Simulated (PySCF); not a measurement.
These 2 structures share the formula C2H5ClOSi. The calculation used PBE0-D3(BJ)/def2-SVP geometry optimisation, gas phase in PySCF 2.14.0. Energies are electronic, without zero-point or thermal terms, for one conformer each. No frequencies were run at this level. Point groups hold within 0.08 Å.

Question: Order them by energy at this level, lowest first, and give relative energies in kcal/mol.
A. `[CH2:1]=[C:2]([Cl:3])[O:4][SiH3:5]` with C1–C2–O4–Si5 -179°
B. `[SiH3:1][O:2]/[CH:3]=[CH:4]/[Cl:5]` with Si1–O2–C3–C4 174°

Answer: A (0.0), B (5.6).

| SMILES | E (Eh) | E rel (kcal/mol) | dipole (D) | point group | A, B, C (MHz) |
| --- | --- | --- | --- | --- | --- |
| C=C(Cl)O[SiH3] | -903.34039 | 0.0 | 0.75 | Cs | 4947, 2304, 1602 |
| [SiH3]O/C=C/Cl | -903.33143 | 5.6 | 2.03 | near Cs | 22864, 960.6, 932.3 |
